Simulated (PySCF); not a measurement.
Species: C3H9AsGeO.
SMILES with atom numbers: `[CH3:1][C@@H:2]1[CH2:3][Ge@H:4]([AsH2:5])[O:6]1` (hydrogens: H7, H8, H9 on C1; H10 on C2; H11, H12 on C3; H13 on Ge4; H14, H15 on As5)

The calculation used PBE0-D3(BJ)/def2-SVP geometry optimisation, gas phase (PySCF).

Problem. List the bond lengths, angles and torsions at this level.

Solution. 
| bond | length (bohr) | order |
| --- | --- | --- |
| C1–C2 | 2.859 | single |
| C2–C3 | 2.933 | single |
| C3–Ge4 | 3.708 | single |
| Ge4–As5 | 4.580 | single |
| Ge4–O6 | 3.429 | single |
| C2–O6 | 2.719 | single |
| C1–H7, C1–H8, C1–H9 | 2.081 | single |
| C2–H10 | 2.090 | single |
| C3–H11 | 2.076 | single |
| C3–H12 | 2.077 | single |
| Ge4–H13 | 2.919 | single |
| As5–H14, As5–H15 | 2.886 | single |

Bonds in one row agree within 0.02 bohr and their mean is given. Orders are formal, as drawn. A selection of angles:
| angle | degrees |
| --- | --- |
| C2–C1–H7 | 110.0 |
| C2–C1–H8 | 110.5 |
| H7–C1–H8 | 108.0 |
| H7–C1–H9 | 108.6 |
| C1–C2–C3 | 114.2 |
| C1–C2–O6 | 110.3 |
| C1–C2–H10 | 109.2 |
| C3–C2–O6 | 103.5 |
| C3–C2–H10 | 110.8 |
| O6–C2–H10 | 108.5 |
| C2–C3–Ge4 | 85.2 |
| C2–C3–H11 | 114.4 |
| C2–C3–H12 | 114.9 |
| Ge4–C3–H11 | 114.4 |
| Ge4–C3–H12 | 117.0 |
| H11–C3–H12 | 109.3 |
| C3–Ge4–As5 | 116.9 |
| C3–Ge4–O6 | 76.8 |
| C3–Ge4–H13 | 119.2 |
| As5–Ge4–O6 | 111.5 |
| As5–Ge4–H13 | 114.2 |
| O6–Ge4–H13 | 112.1 |
| Ge4–As5–H14 | 91.9 |
| H14–As5–H15 | 91.7 |
| C2–O6–Ge4 | 94.2 |

Dihedral angles: C1–C2–C3–Ge4 -116° (anticlinal); C2–C3–Ge4–As5 104° (anticlinal); C3–Ge4–O6–C2 4° (synperiplanar); C1–C2–O6–Ge4 118° (anticlinal).

The C–C distances run from 1.513 Å (C1–C2, drawn single) to 1.552 Å (C2–C3, drawn single), a spread of 0.039 Å. As5 (arsenic bonded to Ge and 2 H) is pyramidal (angles 91.9°, 91.7° and 91.2°, sum 274.9°, 0.96 Å off the plane of its three neighbours). The 4-membered ring C2–C3–Ge4–O6 has internal angles of 76.8° to 103.5°; it is almost planar, 0.03 Å rms from its mean plane, widest ring torsion 4°. Ge4 (germanium bonded to As, C, O and H) has angles from 76.8° to 119.2°.

Point group: C1 (no symmetry element, even within 0.4 Å). Not checked by PBE0-D3(BJ)/def2-SVP frequencies. One conformer, not necessarily the lowest (C3–Ge4–As5–H -168° and 100°).
